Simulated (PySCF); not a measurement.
Geometries of 3 isomers of CH6AsB, from PBE0-D3(BJ)/def2-SVP geometry optimisation, gas phase in PySCF. One conformer each, no zero-point energy, no frequencies.

Task: Which is lowest in electronic energy at this level?
A.
```xyz
9
angstrom
B     -0.724    0.466   -0.207
C     -0.096   -0.915   -0.451
As     1.736   -0.388    0.174
H     -0.698    1.311   -1.073
H     -1.203    0.735    0.872
H      0.043   -1.253   -1.487
H     -0.391   -1.748    0.201
H      1.839    0.911   -0.621
H      1.297    0.349    1.437
```
B.
```xyz
9
angstrom
C     -1.217   -0.413   -0.187
B     -0.085    0.605    0.144
As     1.799    0.424   -0.517
H     -0.955   -1.222   -0.884
H     -2.137    0.089   -0.529
H     -1.490   -0.880    0.780
H     -0.347    1.620    0.753
H      1.965   -1.075   -0.337
H      2.527    0.835    0.748
```
C.
```xyz
9
angstrom
B      1.528    0.293   -0.226
As     0.015    0.148    1.021
C     -1.476   -0.598   -0.016
H      2.352    1.159   -0.060
H      1.728   -0.592   -1.025
H     -0.414    1.595    1.165
H     -1.765    0.054   -0.850
H     -2.338   -0.756    0.644
H     -1.153   -1.570   -0.414
```

Result: B. That is `CB[AsH2]`, 8.7 kcal/mol below the next.

| SMILES | atoms numbered as above | E (Eh) | relative (kcal/mol) | relative (kJ/mol) | dipole (D) |
| --- | --- | --- | --- | --- | --- |
| CB[AsH2] | [CH3:1][BH:2][AsH2:3] | -2301.74474 | 0.0 | 0.0 | 1.14 |
| BC[AsH2] | [BH2:1][CH2:2][AsH2:3] | -2301.73081 | 8.7 | 36.6 | 1.01 |
| B[AsH]C | [BH2:1][AsH:2][CH3:3] | -2301.72563 | 12.0 | 50.2 | 1.27 |
